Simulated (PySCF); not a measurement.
Level of theory: TPSSh-D3(BJ)/def2-TZVP // CAM-B3LYP-D3(BJ)/def2-TZVP (PySCF 2.14.0). All species are isolated molecules in the gas phase. Excitations are Tamm–Dancoff values on a coarser integration grid. The basis has no diffuse functions, so Rydberg states are missing or too high.

Reference species (SMILES): `C(=C(\C)Cl)/[SiH3]` (neutral, multiplicity 1).

| Item | Value |
|---|---|
| brightest of the four lowest singlets (TDA) | 6.37 eV |
| dipole moment | 1.95 D |
| T1 excitation (TDA) | 4.02 eV |
| HOMO–LUMO gap | 5.75 eV |

After one change: the brightest of the four lowest singlets (TDA) rises by 0.24 eV; the dipole moment falls by 0.96 D; the T1 excitation (TDA) goes up by 0.11 eV; the HOMO–LUMO gap increases by 0.15 eV.

### Question
Name the change that produced these shifts. The new species is one of these.
(A) `C/C([SiH3])=C\Cl`
(B) `C/C=C(\[SiH3])Cl`
(C) `C/C(Cl)=C\[SiH3]`
(D) `C/C=C(/[SiH3])Cl`

### Answer
A, `C/C([SiH3])=C\Cl`
